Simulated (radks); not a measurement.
All-electron atom: the caesium ion Cs2+ in [Kr] 4d10 5s2 5p4.75 5d0.25 (fractional occupations, a model configuration). Calculated with a radial shooting solver on a logarithmic mesh with Libxc functionals: Dirac Kohn-Sham, exchange-only LDA, spin-unpolarised, spherical densities, finite nucleus; open shells fill j = l - 1/2 first; Fermi nuclear charge, rms radius 4.8041 fm.

Spin-orbit splittings of the eigenvalues, e(l+1/2) - e(l-1/2), with zeta = 2 splitting/(2l+1) and mean radii in bohr:

| shell | occ. | splitting (eV) | zeta (eV) | <r> j=l-1/2 | <r> j=l+1/2 |
|---|---|---|---|---|---|
| 2p | 6 | 351.8 | 234.5 | 0.09407 | 0.09996 |
| 3p | 6 | 67.37 | 44.91 | 0.2890 | 0.3008 |
| 3d | 10 | 14.32 | 5.727 | 0.2716 | 0.2753 |
| 4p | 6 | 13.87 | 9.244 | 0.7207 | 0.7487 |
| 4d | 10 | 2.300 | 0.9198 | 0.8308 | 0.8412 |
| 5p | 4.75 | 1.853 | 1.235 | 1.935 | 2.016 |
| 5d | 0.25 | 0.1571 | 0.06284 | 2.978 | 3.014 |
